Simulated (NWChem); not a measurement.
System meant: SiH3TeOCl; SMILES [SiH3]O[Te]Cl

NWChem input:

```
start job
memory heap 200 mb stack 900 mb global 1100 mb
geometry units angstroms noautoz
  Te    -0.601615     0.592171    -0.097741
  Cl     1.646943     1.415884    -0.073190
  O     -0.330319    -1.202518     0.770328
  Si     0.360741    -2.483082    -0.121132
  H     -0.473259    -2.810206    -1.330733
  H      0.385661    -3.648443     0.823476
  H      1.755288    -2.134245    -0.559529
end
basis spherical
  * library def2-svp
end
dft
  xc xpbe96 cpbe96
  iterations 150
  mulliken
end
task dft energy
```

End of the output:

```
             Grid Information
             ----------------
          Grid used for XC integration:  medium
          Radial quadrature: Mura-Knowles
          Angular quadrature: Lebedev.
          Tag              B.-S. Rad. Rad. Pts. Rad. Cut. Ang. Pts.
          ---              ---------- --------- --------- ---------
          Te                  1.40      123          11.0       590
          Cl                  1.00       88          13.0       590
          O                   0.60       49           9.0       434
          Si                  1.10       88          10.0       590
          H                   0.35       45          12.0       434
          Grid pruning is: on
          Number of quadrature shells:   483
          Spatial weights used:  Erf1

          Convergence Information
          -----------------------
          Convergence aids based upon iterative change in
          total energy or number of iterations.
          Levelshifting, if invoked, occurs when the
          HOMO/LUMO gap drops below (HL_TOL):  1.00D-02
          DIIS, if invoked, will attempt to extrapolate
          using up to (NFOCK): 10 stored Fock matrices.

                    Damping( 0%)  Levelshifting(0.5)       DIIS
                  --------------- ------------------- ---------------
          dE  on:    start            ASAP                start
          dE off:    2 iters        150 iters           150 iters

      Screening Tolerance Information
      -------------------------------
          Density screening/tol_rho:  1.00D-10
          AO Gaussian exp screening on grid/accAOfunc:  14
          CD Gaussian exp screening on grid/accCDfunc:  20
          XC Gaussian exp screening on grid/accXCfunc:  20
          Schwarz screening/accCoul:  1.00D-08

      Superposition of Atomic Density Guess
      -------------------------------------

      charge =      52.0 Te (Tellurium)

      symmetry species            s     p     d     f
      number of basis functions =10     7     6
      number of cont. functions = 4     4     2
      number of closed shells   = 5     3     2
      number of open shells     = 0     1     0
      open shell occupation     = 0     4     0
 ------------------------------------------------------------------------
 atomscf:atomd: error in atom scf                   0
 ------------------------------------------------------------------------
 ------------------------------------------------------------------------
  current input line :
    20: task dft energy
 ------------------------------------------------------------------------
 ------------------------------------------------------------------------
 This error has not yet been assigned to a category
 ------------------------------------------------------------------------
 For more information see the NWChem manual at https://nwchemgit.github.io

0:atomscf:atomd: error in atom scf:Received an Error in Communication
```

Problem. Can this run be used? If not, why, and what is the fix?

Solution. The run crashed. Cause: the def2 basis of a heavy element holds valence functions alone and wants its effective core potential (without it all electrons must fit into that basis). This input runs:
```
start job
memory heap 200 mb stack 900 mb global 1100 mb
geometry units angstroms noautoz
  Te    -0.601615     0.592171    -0.097741
  Cl     1.646943     1.415884    -0.073190
  O     -0.330319    -1.202518     0.770328
  Si     0.360741    -2.483082    -0.121132
  H     -0.473259    -2.810206    -1.330733
  H      0.385661    -3.648443     0.823476
  H      1.755288    -2.134245    -0.559529
end
basis spherical
  Te library def2-svp
  Cl library def2-svp
  O library def2-svp
  Si library def2-svp
  H library def2-svp
end
ecp
  Te library def2-ecp
end
dft
  xc xpbe96 cpbe96
  iterations 150
  mulliken
end
task dft energy
```
It converges to -1094.03852 Ha (PBE/def2-SVP with def2 effective core potentials on Te).
